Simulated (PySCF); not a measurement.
NICS in rings of unrelated molecules.

NICS is the negative of the GIAO shielding at a point without a nucleus: at the ring centre (0) and 1 Å above and below it (1); zz is the component along the ring normal. Level: GIAO PBE0/pcSseg-1 (PySCF, non-relativistic, gas phase) on the GFN2-xTB geometries, one conformer each. Atom numbers follow the mapped SMILES.

Problem. Order these rings by mean NICS(1)zz, lowest (most negative) first (ppm).
A. ring Si3–N4–C5–C6–N9 in `[CH3:1][NH:2][Si@@H:3]1[NH:4][CH2:5][C@@H:6]([CH2:7][F:8])[NH:9]1`
B. ring C3–C4–C5–C6–C7–C9 in `[CH:1]#[C:2][c:3]1[cH:4][cH:5][cH:6][c:7]([SH:8])[c:9]1[O-:10]` (charge -1)
C. ring P2–C3–C5–C6–C11 in `[CH3:1][p:2]1[c:3]([F:4])[cH:5][c:6]2[cH:7][cH:8][cH:9][cH:10][c:11]12`
D. ring Si2–C3–C4 in `[CH3:1][Si@@H:2]1[CH2:3][C@H:4]1[F:5]`
E. ring C5–C6–C7–C8–C9–C11 in `[CH2:1]=[CH:2]/[CH:3]=[P:4]\[c:5]1[cH:6][cH:7][cH:8][c:9]([F:10])[cH:11]1`

Solution. E (-27.5), B (-18.1), D (-13.5), A (-3.9), C (-1.7).

| SMILES | ring | NICS(0) | NICS(1) | NICS(1)zz | HOMA | rms pucker (Å) | ring atoms with four or more neighbours |
| --- | --- | --- | --- | --- | --- | --- | --- |
| C=C/C=P\c1cccc(F)c1 | 6-membered carbocycle; formal bonds all aromatic | -9.5 | -10.8 | -27.5 | 0.99 | 0.01 | 0 |
| C#Cc1cccc(S)c1[O-] | 6-membered carbocycle; formal bonds all aromatic | -6.4 | -8.4 | -18.1 | 0.84 | 0.00 | 0 |
| C[Si@@H]1C[C@H]1F | 3-membered ring with Si; formal bonds all single | -21.7 | -7.3 | -13.5 | – | 0.00 | 3 |
| CN[Si@@H]1NC[C@@H](CF)N1 | 5-membered ring with 2 N and Si; formal bonds all single | -7.5 | -2.9 | -3.9 | – | 0.16 | 3 |
| Cp1c(F)cc2ccccc21 | 5-membered ring with P; bonds drawn aromatic by RDKit's count | -2.2 | -3.4 | -1.7 | -0.09 | 0.03 | 0 |

NICS(0) gives another order. The isotropic NICS(1) gives another order. HOMA uses Krygowski's 1993 parameters; it is left out where a ring has a four-coordinate atom, a triple bond, no multiple bond or a kind of bond without parameters. NICS(1) and NICS(1)zz are means over the two faces.
